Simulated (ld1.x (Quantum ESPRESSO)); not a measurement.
## Ga (Z = 31), ultrasoft: configuration errors across variants

* Element: Ga
* Generator: ld1.x (Quantum ESPRESSO) 7.5
* Type: ultrasoft
* Functional: PBE
* Relativity: fully relativistic
* Frozen core: [Ar]
* Valence charge: 13
* Reference configuration: 3d10 4s1 4p2
* Partial waves: 4s (bound): rcut 1.95, rcutus 2.05 bohr; 4s channel at -0.25 Ry: rcut 1.95, rcutus 2.05 bohr; 4p (bound): rcut 1.75, rcutus 2.10 bohr; 4p channel at 2.05 Ry: rcut 1.75, rcutus 2.10 bohr; 3d (bound): rcut 1.30, rcutus 1.60 bohr; 3d channel at -1 Ry: rcut 1.30, rcutus 1.60 bohr
* Local potential: all-electron potential smoothed inside 1.75 bohr (lloc = -1)
* Core correction: Bessel-smoothed model core, default radius (core density twice the valence density)
* Augmentation charge: PSQ, inside the norm-conserving radii

Open shells are filled in proportion to 2j + 1 (rel_dist='average').

All-electron excitation energies from the reference (eV): (1) 3d10 4s2 4p1 -6.536; (2) 3d10 4s2 4p0 -0.846; (3) 3d10 4s1 4p0 20.282; (4) 3d10 4s0 4p0 51.554; (5) 3d10 4s0 4p3 6.831; (6) 3d9 4s2 4p1 21.159; (7) 3d10 4s1 4p1 6.524.

3 further variants failed, have other tests or another functional or relativity, and are left out.

Errors AE − PS in meV (a dash: test not solved or not reliable):

| change | (1) | (2) | (3) | (4) | (5) | (6) | (7) | bound ghosts |
| --- | --- | --- | --- | --- | --- | --- | --- | --- |
| base | -5.9 | -5.5 | -1.4 | -48 | -6.9 | -218 | 0.0 | none |
| local potential all-electron potential smoothed inside 1.36 bohr (lloc = -1) | -5.9 | -5.5 | -1.3 | -48 | -6.9 | -219 | 0.0 | none |
| wave 4s channel at -0.25 Ry: rcut 1.95, rcutus 2.05 bohr becomes 4s channel at -0.53 Ry: rcut 1.95, rcutus 2.05 bohr | -5.9 | -5.5 | -1.4 | -48 | -6.9 | -218 | 0.0 | none |
| waves 4p (bound): rcut 1.75, rcutus 1.92 bohr; 4p channel at 2.05 Ry: rcut 1.75, rcutus 1.92 bohr | -6.8 | -6.6 | +0.6 | -42 | -8.0 | -228 | +0.2 | none |
| waves 3d (bound): rcut 1.30, rcutus 1.38 bohr; 3d channel at -1 Ry: rcut 1.30, rcutus 1.38 bohr | -5.2 | -4.9 | -1.1 | -41 | -5.9 | -235 | 0.0 | none |

(1) Give the same row for: type TM; waves now 4s (bound): rc 2.05 bohr; 4p (bound): rc 2.10 bohr; 3d (bound): rc 1.60 bohr; local potential all-electron potential smoothed inside 1.25 bohr (lloc = -2).

Answers

(1) -1.1, -4.1, -1.0, -35, -2.3, +61, +0.8; bound ghosts: none.
